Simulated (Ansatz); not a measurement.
A run for Ansatz (a program for electronic structure): R-wB97X-V/def2-TZVPP on ClH2NSi (SMILES N[Si]Cl), a point of a torsion scan.

Ansatz 0.2 input:
```yaml
crystal:
  periodic: [false, false, false]
  atoms:
    - {symbol: N, position_ang: [-0.72423736, -0.05552413, 0.16117843]}
    - {symbol: Si, position_ang: [0.73244050, -0.92275294, 0.40344070]}
    - {symbol: Cl, position_ang: [1.50524174, 0.22189151, 1.96599560]}
    - {symbol: H, position_ang: [-0.82020731, 0.93435996, 0.34707187]}
    - {symbol: H, position_ang: [-1.41523742, -0.36962801, -0.50106014]}
basis:
  gaussian:
    orbitals: def2-TZVPP
hamiltonian:
  xc: {name: wB97X-V}
scf: {lower_state_search: off}
```

The head of its log:

```
WARN ansatz: RAYON_NUM_THREADS=1 ignored (pool sized by the plan → 1); use --threads N
Functional definition: wB97X-V
these checks for a lower state are left out or cut short: stability, starts, cluster_reference, orbital_swaps, neighbouring_geometries, increment
integrals: 0.08 GiB planned
874 factors; their error is unknown
integrals: 0.11 GiB planned
163 factors; integrals over basis functions are off by at most 4.8e-5 eV
mean field: 0.64 GiB planned
mean field evaluation 1: about -21917.3308 eV, gradient 4.9e1 eV
mean field evaluation 2: about -21916.7345 eV, gradient 5.1e1 eV
```

**Question.** What total energy does the run end on?

**Answer.** -805.6138 hartree.
